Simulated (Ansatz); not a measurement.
```yaml
crystal:
  periodic: [false, false, false]
  atoms:
    - {symbol: Si, position_ang: [-0.002331, 0.414122, -0.006063]}
    - {symbol: C, position_ang: [0.078565, 0.408318, 1.883306]}
    - {symbol: H, position_ang: [-0.939305, 0.401505, 2.323160]}
    - {symbol: H, position_ang: [0.612684, 1.306831, 2.256024]}
    - {symbol: H, position_ang: [0.621558, -0.479088, 2.269628]}
    - {symbol: C, position_ang: [1.772778, 0.453216, -0.680122]}
    - {symbol: H, position_ang: [2.330472, 1.339420, -0.310340]}
    - {symbol: H, position_ang: [1.780294, 0.486234, -1.789504]}
    - {symbol: H, position_ang: [2.338577, -0.449680, -0.368284]}
    - {symbol: C, position_ang: [-0.949936, 1.921193, -0.638226]}
    - {symbol: H, position_ang: [-0.998028, 1.935062, -1.747201]}
    - {symbol: H, position_ang: [-0.453179, 2.860062, -0.317986]}
    - {symbol: H, position_ang: [-1.988406, 1.933257, -0.249384]}
    - {symbol: N, position_ang: [-0.916470, -0.992216, -0.531369]}
    - {symbol: C, position_ang: [-0.543909, -2.364854, -0.245662]}
    - {symbol: H, position_ang: [-1.414944, -0.890362, -1.419529]}
    - {symbol: H, position_ang: [0.227165, -2.796808, -0.932182]}
    - {symbol: H, position_ang: [-0.130807, -2.442055, 0.782229]}
    - {symbol: H, position_ang: [-1.424789, -3.044178, -0.278505]}
basis:
  gaussian: {orbitals: def2-mTZVP}
total_charge: -1
magnetization: {spin_polarized: true, initial_magnetization: 1}
hamiltonian: {xc: {name: HF}}
correlation: {method: mp2, frozen_orbitals: {Si: 9}}
output: {forces: true}
```

```sh
$ ansatz run in.yaml --threads 4 --pin off --events-out ev --progress --plain --max-ram 4787MiB
```

It prints (some lines left out):

```
Functional definition: HF
Error: "frozen_orbitals" has no count for C
```

Something in this input is off. What?

Frozen orbitals are typed for one element alone, and the program wants a count for each (the count typed has to fit that element's core, too). The input was rejected before any iteration.
